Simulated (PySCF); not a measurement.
Al3H11N3Cl

The system: Al3H11N3Cl, a molecule; neutral, singlet. The structure was relaxed in the gas phase by PBE0-D3(BJ)/def2-SVP. No frequency run checks that it is a minimum.

SMILES: [Cl][AlH-]1[NH2+][AlH2-][NH2+][AlH2-][NH2+]1

```xyz
18

N     0.895    0.062   -1.409
Al    1.821   -0.438    0.245
N     0.864    0.655    1.555
Al   -1.022    1.030    1.168
N    -1.556   -0.590    0.196
Al   -0.823   -0.818   -1.590
Cl   -2.069    0.391   -2.837
H     1.480   -0.199   -2.208
H     0.773    1.076   -1.495
H     3.352    0.004    0.167
H     1.379   -1.944    0.566
H     0.948    0.199    2.467
H     1.335    1.556    1.674
H    -0.995    2.240    0.125
H    -1.837    1.097    2.540
H    -2.575   -0.558    0.098
H    -1.373   -1.427    0.758
H    -0.616   -2.335   -1.996
```
Atoms count from 1 in this order.

Shieldings: GIAO PBE0/pcSseg-1. Shifts are against computed references at the same level: H TMS (σ 31.27 ppm). Core levels by delta-SCF with SCAN, pcX-2 on the ionised atom and pcseg-1 elsewhere, spin-free X2C (2p3/2 is the spin-free 2p value less a third of a first-order spin-orbit splitting); from the vacuum level, for chosen atoms.

Give the shieldings and core levels atom by atom.


```csv
atoms,bonded to,σ (ppm),δ (ppm),core level (eV)
N1,2 Al + 2 H,232.8,-,1s 405.86
Al2,2 N + 2 H,432.1,-,2p3/2 80.06
N3,2 Al + 2 H,239.8,-,-
Al4,2 N + 2 H,430.2,-,-
N5,2 Al + 2 H,233.5,-,1s 405.89
Al6,1 Cl + 2 N + 1 H,439.6,-,2p3/2 80.49
Cl7,1 Al,964.4,-,2p3/2 204.96
H8,1 N,31.00,0.27,-
H9,1 N,30.09,1.18,-
H10,1 Al,27.07,4.20,-
H11,1 Al,27.17,4.10,-
H12,1 N,30.72,0.55,-
H13,1 N,30.70,0.56,-
H14,1 Al,27.05,4.22,-
H15,1 Al,27.05,4.22,-
H16,1 N,31.05,0.22,-
H17,1 N,30.32,0.95,-
H18,1 Al,27.06,4.20,-
```

Values are those of this one static structure; atoms that internal rotation interchanges would show their mean in an NMR spectrum.

By CAM-B3LYP/def2-SVPD (TDDFT singlets, Tamm-Dancoff triplets, ionisation by delta-SCF), where does absorption start, and what does vertical ionisation take?

The lowest singlet lies at 6.85 eV (f 0.016), the strongest of the first 6 at 7.52 eV (f 0.056), the lowest triplet at 6.50 eV; vertical ionisation takes 10.26 eV.
